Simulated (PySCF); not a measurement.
Compound: methyl p-tolyl sulfide, C₈H₁₀S.
SMILES with atom numbers: `[CH3:1][S:2][c:3]1[cH:4][cH:5][c:6]([CH3:7])[cH:8][cH:9]1` (hydrogens: H10, H11, H12 on C1; H13 on C4; H14 on C5; H15, H16, H17 on C7; H18 on C8; H19 on C9)

The same species was optimised twice, with GFN2-xTB and with PBE0-D3(BJ)/def2-SVP (PySCF), and the same property calculations (PySCF, gas phase) were run on both structures.

```csv
coordinate,GFN2-xTB,PBE0-D3(BJ)/def2-SVP,change
C1–S2 (Å),1.816,1.797,-0.019
C3–C9 (Å),1.386,1.397,+0.011
C3–C4 (Å),1.393,1.404,+0.011
C8–C9 (Å),1.385,1.395,+0.010
C5–C6 (Å),1.392,1.403,+0.011
C4–C5 (Å),1.378,1.387,+0.009
C6–C8 (Å),1.387,1.396,+0.009
S2–C3 (Å),1.769,1.763,-0.006
C6–C7 (Å),1.499,1.501,+0.002
C1–S2–C3 (°),104.1,103.1,-1.0
C4–C3–C9 (°),119.4,118.5,-0.9
C5–C6–C8 (°),118.2,117.3,-0.9
C5–C6–C7 (°),120.5,121.0,+0.5
C4–C5–C6 (°),121.0,121.5,+0.5
S2–C3–C9 (°),124.3,124.8,+0.5
C6–C8–C9 (°),121.5,121.9,+0.4
S2–C3–C4 (°),116.3,116.7,+0.4
C1–S2–C3–C4 (°),179,180,+1
```

Rotational constants: A = 4096, B = 765.1, C = 650.0 MHz (GFN2-xTB) against A = 4066, B = 759.8, C = 645.4 MHz (PBE0-D3(BJ)/def2-SVP).

On the GFN2-xTB structure: HOMO (eV) -5.90 [PBE0/pcSseg-1]; LUMO (eV) -0.22 [PBE0/pcSseg-1]; dipole (D) 1.46 [PBE0/pcSseg-1]; GIAO shielding of C1 (ppm) 168.7 [PBE0/pcSseg-1]; GIAO shielding of S2 (ppm) 493.4 [PBE0/pcSseg-1]; GIAO shielding of C3 (ppm) 42.2 [PBE0/pcSseg-1]; GIAO shielding of C4/C9 (mean) (ppm) 59.1 [PBE0/pcSseg-1]; GIAO shielding of C5/C8 (mean) (ppm) 52.2 [PBE0/pcSseg-1]; GIAO shielding of C6 (ppm) 49.2 [PBE0/pcSseg-1]; GIAO shielding of C7 (ppm) 163.4 [PBE0/pcSseg-1].

Task: What do these properties become on the PBE0-D3(BJ)/def2-SVP structure?

Result: 
```tsv
property	level	on GFN2-xTB	on PBE0-D3(BJ)/def2-SVP	change
HOMO (eV)	PBE0/pcSseg-1	-5.90	-5.92	-0.02
LUMO (eV)	PBE0/pcSseg-1	-0.22	-0.25	-0.03
dipole (D)	PBE0/pcSseg-1	1.46	1.40	-0.06
energy, GFN2-xTB geometry as zero (kcal/mol)	PBE0/pcSseg-1	0.0	-0.5	-0.5
GIAO shielding of C1 (ppm)	PBE0/pcSseg-1	168.7	167.6	-1.1
GIAO shielding of S2 (ppm)	PBE0/pcSseg-1	493.4	499.0	+5.6
GIAO shielding of C3 (ppm)	PBE0/pcSseg-1	42.2	40.3	-1.9
GIAO shielding of C4/C9 (mean) (ppm)	PBE0/pcSseg-1	59.1	56.6	-2.5
GIAO shielding of C5/C8 (mean) (ppm)	PBE0/pcSseg-1	52.2	49.5	-2.7
GIAO shielding of C6 (ppm)	PBE0/pcSseg-1	49.2	47.4	-1.8
GIAO shielding of C7 (ppm)	PBE0/pcSseg-1	163.4	161.9	-1.5
```

The heavy atoms differ by 0.016 Å rms after alignment. Among bonds between heavy atoms C1–S2 changes most (-0.019 Å). Changes are differences of the printed values. Neither structure is proved a minimum here.

The values belong to the conformer `[CH3:1][S:2][c:3]1[cH:4][cH:5][c:6]([CH3:7])[cH:8][cH:9]1`: C1–S2–C3–C4 180°.
